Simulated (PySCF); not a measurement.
# Correlation energy of N²⁺ (nitrogen, charge +2)

[He] 2s2 2p1, 2P determinant. All numbers are calculated (PySCF 2.14, the non-relativistic Hamiltonian (point nucleus), in 6-31G* (3s2p1d, 14 functions)). Frozen: 1s2; 3 electrons correlated.

MP2 pair energies summed by pair of shells (mhartree):

| pair | energy | share (%) |
| --- | --- | --- |
| 2s-2s | -29.56 | 65.0 |
| 2s-2p | -15.94 | 35.0 |

Total MP2 correlation energy: -45.50 mhartree.

Same-spin part -2.27 and opposite-spin part -43.23 mhartree; SCS-MP2 scales them by 1/3 and 6/5 to -52.63 mhartree.

| level | correlation energy (mhartree) |
| --- | --- |
| CCSD | -74.22 |
| (T) | -0.53 |
| CCSD(T) | -74.75 |

Diagnostics: T1 = 0.0066, D1 = 0.0123, largest double amplitude 0.139.

Cost of the coupled-cluster step: 0.07 s of wall time on 1 thread of Intel(R) Xeon(R) Platinum 8559C (shared host), for 3 correlated electrons.

Iterations:

```
CC2 = 0
CCSD nocc = (np.int64(2), np.int64(1)), nmo = (13, 13)
frozen orbitals [[0], [0]]
max_cycle = 100
direct = 0
conv_tol = 1e-08
conv_tol_normt = 1e-06
diis_space = 8
diis_start_cycle = 0
Init t2, MP2 energy = -0.0454994594354305
Init E_corr(UCCSD) = -0.0454994594357351
cycle = 1  E_corr(UCCSD) = -0.0617365770834718  dE = -0.0162371176  norm(t1,t2) = 0.0540726
cycle = 2  E_corr(UCCSD) = -0.068391394038462  dE = -0.00665481695  norm(t1,t2) = 0.0260275
cycle = 3  E_corr(UCCSD) = -0.074305896612476  dE = -0.00591450257  norm(t1,t2) = 0.0130366
cycle = 4  E_corr(UCCSD) = -0.0741953469873699  dE = 0.000110549625  norm(t1,t2) = 0.000861996
cycle = 5  E_corr(UCCSD) = -0.0742298745865347  dE = -3.45275992e-05  norm(t1,t2) = 0.00010866
cycle = 6  E_corr(UCCSD) = -0.0742156999973598  dE = 1.41745892e-05  norm(t1,t2) = 2.46417e-05
cycle = 7  E_corr(UCCSD) = -0.0742201169660575  dE = -4.4169687e-06  norm(t1,t2) = 9.1266e-06
cycle = 8  E_corr(UCCSD) = -0.0742199867023592  dE = 1.30263698e-07  norm(t1,t2) = 7.30059e-07
cycle = 9  E_corr(UCCSD) = -0.0742199265938796  dE = 6.01084797e-08  norm(t1,t2) = 2.64687e-07
cycle = 10  E_corr(UCCSD) = -0.0742198695733284  dE = 5.70205512e-08  norm(t1,t2) = 1.31019e-07
cycle = 11  E_corr(UCCSD) = -0.0742198675181431  dE = 2.05518526e-09  norm(t1,t2) = 5.45531e-09
UCCSD converged
E(UCCSD) = -52.86965774532767  E_corr = -0.07421986751814311
UCCSD(T) correction = -0.000533129258430145
```
